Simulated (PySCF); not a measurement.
# Dipole response of Ni (nickel, neutral)

[Ar] 3d8 4s2, high-spin 3F determinant. Computed with PySCF 2.14 in aug-cc-pVDZ (7s6p4d2f, 59 functions), with no relativity, point nucleus. Coupled (time-dependent) response in atomic units; α is the mean over directions. A double-zeta set is small for polarisabilities.

```csv
method,mean α (bohr³),C₆ (like pair),S(−4)
LC-wPBE,54.18,448.8,1570
```

S(−4) is the Cauchy moment in α(ω) = α(0) + S(−4) ω² + …

Reference α: 49 ± 3 bohr³ (recommended; Schwerdtfeger and Nagle, table of static dipole polarizabilities (2023 update)). Published C₆: 373.0 (Chu and Dalgarno (2004); Tang, Norbeck and Certain (1976)).

α(iu) at LC-wPBE:

| u (hartree) | α(iu) (bohr³) |
| --- | --- |
| 0 | 54.18 |
| 0.0500 | 50.56 |
| 0.100 | 42.39 |
| 0.200 | 26.62 |
| 0.300 | 17.21 |
| 0.500 | 8.929 |
| 0.750 | 5.218 |
| 1.00 | 3.610 |
| 1.50 | 2.173 |
| 2.00 | 1.504 |
| 3.00 | 0.8683 |
| 5.00 | 0.4109 |

A single London oscillator, α(iu) = α/(1 + u²/ω²), gives C₆ = (3/4) ω α². Matching the computed C₆ needs ω = 4 × 448.8 / (3 × 54.18²) = 0.204 hartree.
